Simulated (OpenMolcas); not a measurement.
## Ge: effect of the level shift or regulariser

* Program: OpenMolcas
* Basis: ANO-RCC-VTZP [6s5p3d1f]
* Scalar Hamiltonian: DKH2, point nucleus
* Active space: 2 electrons in 3 orbitals (4p)
* State averaging: 2S+1 = 3 even, 3 roots; 2S+1 = 1 even, 6 roots
* Spin-orbit coupling: RASSI with atomic mean-field integrals over the reference wave functions, term energies averaged over their components

Methods on the same reference wave functions:
A. CASSCF
B. SS-CASPT2, IPEA 0.25 Eh, imaginary shift 0.1 Eh (closed shells correlated: 3d 4s)
C. SS-CASPT2, IPEA 0.25 Eh, real shift 0.2 Eh (closed shells correlated: 3d 4s)
D. SS-CASPT2, IPEA 0.25 Eh, sigma2 regulariser 0.3 Eh (closed shells correlated: 3d 4s)

Energies in cm⁻¹ above 4s² 4p² ³P₀, the measured ground level; measured values from NIST Handbook of Basic Atomic Spectroscopic Data.

| Level | A | B | C | D | Measured |
| --- | --- | --- | --- | --- | --- |
| 4s² 4p² ³P₀ | 0.0 | 0.0 | 0.0 | 0.0 | 0.0 |
| 4s² 4p² ³P₁ | 475 | 486 | 486 | 486 | 557 |
| 4s² 4p² ³P₂ | 1261 | 1267 | 1267 | 1267 | 1410 |
| 4s² 4p² ¹D₂ | 9520 | 8520 | 8550 | 8520 | 7125 |
| 4s² 4p² ¹S₀ | 22241 | 18660 | 18770 | 18660 | 16367 |

Deviations, from unrounded energies. A percentage is the sum of absolute deviations over the sum of measured energies, with the sign that they share, or ± where signs differ.

```tsv
Against measurement	Levels	A	B	C	D
mean absolute deviation (cm-1)	4	2100	970	1000	970
fine structure of the ground term (%)	2	-11.7	-10.8	-10.9	-10.8
other terms of the ground configuration (%)	2	+35.2	+15.7	+16.3	+15.7
```

B, C, D lie about equally close to measurement and A furthest from it. The largest miss of D in the table is 4s² 4p² ¹S₀, by +2300 cm-1. The ranking rests on the paired levels alone, and a cruder setting can come out closer through cancelling errors.

Among B to D the level of the table that moves most is 4s² 4p² ¹S₀, by 110 cm-1 (lowest in D, highest in C). Moves below CASPT2's spread within the term are not significant.

The mean deviations of B to D differ by less than CASPT2's widest spread within a term (91 cm-1), so their order carries little weight.

From A to B the spin-free energies of the other terms of 4s² 4p² shown, above ³P, scale by factors of 0.83 to 0.88.

The lowest spin-free term lies below A's lowest term by 0.444 hartree in B, 0.444 hartree in C, 0.444 hartree in D.

CASPT2 breaks the degeneracy within a term, and the mean is taken; among the terms shown or strongly mixed into the levels shown the widest spread is 91 cm-1 (4s² 4p² ¹D, D). With the s shell closed, the reference lacks s² → p² mixing. Without dynamic correlation excited terms often stand tens of per cent too high (terms of higher spin than the ground term too low), and those without a measured partner can miss by more than the paired ones (holds for A). Some terms miss by over 15 % even with CASPT2, which points to a basis or an active space too small for the shells correlated (holds for B; C; D). Measured partners are found by configuration, term and J. A level has none where our copy of the source lacks it or the pairing is in doubt (some pairs that miss far off the trend of their configuration count as doubtful), and it then counts in no deviation. Levels of configurations outside the active space are missing.
